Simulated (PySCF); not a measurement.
# SeCl₅⁺: breathing scan

Computed with B3LYP in PySCF with Se def2-SVP, Cl def2-SVP; no relativity; density-fitted integrals.

Rigid scan from the singlet minimum (Se–Cl 2.186 Å (×3), Se–Cl 2.241 Å (×2); Cl–Se–Cl 90.0° (×6), Cl–Se–Cl 120.0° (×3), Cl–Se–Cl 180.0°). Coordinate: all bonds to the central atom scaled together. Energies in kJ/mol from the minimum.

(1) Predict the curve at 0.88, 0.92, 0.96, 1.00, 1.04, 1.08, 1.14, 1.22, 1.35.

Answers

(1) 
```json
{"scale of all bonds to the centre": "0.88", "E (kJ/mol)": "392.5"}
{"scale of all bonds to the centre": "0.92", "E (kJ/mol)": "147.5"}
{"scale of all bonds to the centre": "0.96", "E (kJ/mol)": "31.4"}
{"scale of all bonds to the centre": "1.00", "E (kJ/mol)": "0.0"}
{"scale of all bonds to the centre": "1.04", "E (kJ/mol)": "22.8"}
{"scale of all bonds to the centre": "1.08", "E (kJ/mol)": "79.1"}
{"scale of all bonds to the centre": "1.14", "E (kJ/mol)": "196.8"}
{"scale of all bonds to the centre": "1.22", "E (kJ/mol)": "375.3"}
{"scale of all bonds to the centre": "1.35", "E (kJ/mol)": "652.5"}
```

At long bonds a restricted determinant can lie too high, and another spin state can fall below this curve.

Other isomers or separated fragments may lie lower.
